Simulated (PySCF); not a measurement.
**Ionisation energy of Ge⁺ by level of theory**

Ge⁺ [Ar] 3d10 4s2 4p1 (2P) → Ge²⁺ [Ar] 3d10 4s2 (1S), as a difference of total energies. All numbers are calculated (PySCF 2.14, no relativity, point nucleus, in def2-TZVPPD). Correlated levels: valence: [Ar] 3d10 frozen; valence and next inner shell: [Ne] frozen. The calculations carry no spin-orbit coupling.

```tsv
method	ionisation energy (eV)
UHF	15.218
LDA	15.876
PBE	15.763
PBE0	15.786
r2SCAN	15.942
PW91	15.839
wB97X-V	15.659
revPBE	15.726
wB97X	15.653
MP2 (valence)	15.451
SCS-MP2 (valence)	15.439
MP2 (valence and next inner shell)	15.585
SCS-MP2 (valence and next inner shell)	15.529
```

**Question.** How much does correlation contribute at MP2 (valence and next inner shell)?

**Answer.** 15.585 − (15.218) = 0.367 eV, measured against UHF.

These non-relativistic numbers lack the scalar-relativistic shift.

Errors of the correlated levels include the incompleteness of this basis and the frozen core.

For comparison: 15.789 eV (measured; NIST levels, between the centres of gravity of the two terms).
